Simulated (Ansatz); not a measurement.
C$_{4}$H$_{12}$ClN$_{2}$Sc, SMILES `C[N](C)[Sc]([Cl])[N](C)C`. Charge 0, multiplicity 1. All single points use the PBE0-D4/def2-TZVP geometry. It is one conformer, not always the lowest.

```xyz
20

C    -2.688    0.989   -1.061
N    -1.293    0.884   -0.692
C    -0.562    2.072   -1.043
Sc   -0.705   -0.787    0.174
Cl   -2.254   -2.512    0.561
N     1.175   -1.017    0.720
C     1.539   -2.266    1.353
C     2.305   -0.134    0.603
H    -3.181    1.833   -0.556
H    -3.237    0.080   -0.791
H    -2.814    1.139   -2.144
H     0.491    1.986   -0.762
H    -0.965    2.964   -0.539
H    -0.599    2.271   -2.125
H     2.311   -2.803    0.782
H     0.673   -2.932    1.438
H     1.934   -2.109    2.368
H     2.736    0.112    1.586
H     3.112   -0.580    0.002
H     2.024    0.808    0.125
```

Question: What is the dipole moment at PBE/def2-TZVPP? (Best estimate.)

Answer: The calculation gave: 3.19 D, with components (2.10, 2.34, -0.53) D in this frame, pointing from negative to positive charge.

Question: And with r2SCAN, B3LYP, ωB97M-V? (An estimate is asked.)

Answer: Computed: r2SCAN 3.23 D, B3LYP 3.15 D, ωB97M-V 3.06 D.

Question: Give the Mulliken charges with PBE, r2SCAN, ωB97M-V in def2-TZVPP. (An estimate is asked.)

Answer: Ansatz gave: 
```
atom    PBE  r2SCAN  ωB97M-V
  C1  -0.16   -0.03    -0.22
  N2  -0.19   -0.25    -0.23
  C3  -0.17   -0.05    -0.23
 Sc4   0.40    0.53     0.40
 Cl5  -0.32   -0.34    -0.29
  N6  -0.19   -0.25    -0.23
  C7  -0.16   -0.03    -0.22
  C8  -0.17   -0.05    -0.23
  H9   0.08    0.04     0.11
 H10   0.09    0.05     0.11
 H11   0.08    0.04     0.11
 H12   0.07    0.03     0.09
 H13   0.08    0.04     0.11
 H14   0.08    0.04     0.11
 H15   0.08    0.04     0.11
 H16   0.09    0.05     0.11
 H17   0.08    0.04     0.11
 H18   0.08    0.04     0.11
 H19   0.08    0.04     0.11
 H20   0.07    0.03     0.09
```

B3LYP here is the variant with VWN-RPA as its local correlation; programs differ in this.
